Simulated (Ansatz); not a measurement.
Frontier orbitals of C$_{2}$H$_{10}$BPSi (`CB(P)C[SiH3]`).

Charge 0, multiplicity 1. The structure was optimised at the PBE0-D4/def2-TZVP level. It is one conformer, not always the lowest. Basis def2-TZVPP, Ansatz.

Orbital energies of one run (eV). Highest occupied ones, from the top: -6.94, -8.43, -8.78, -9.24, -9.45, -9.94, -10.32, -11.11, -11.39, -11.97, -12.43, -14.33, -17.22, -18.80. Empty: -1.19, 0.12, 0.66, 1.04, 1.08, 1.19.

(1) Which functional gave them?
A. r2SCAN0
B. LC-ωPBE
C. B97M-V
D. B3LYP

## Answers

(1) D. HOMO energies: B3LYP -6.94, B97M-V -6.39, r2SCAN0 -7.29, LC-ωPBE -9.76 eV.

B3LYP here is the variant with VWN-RPA as its local correlation; programs differ in this. LC-ωPBE has ω = 0.4 bohr⁻¹.
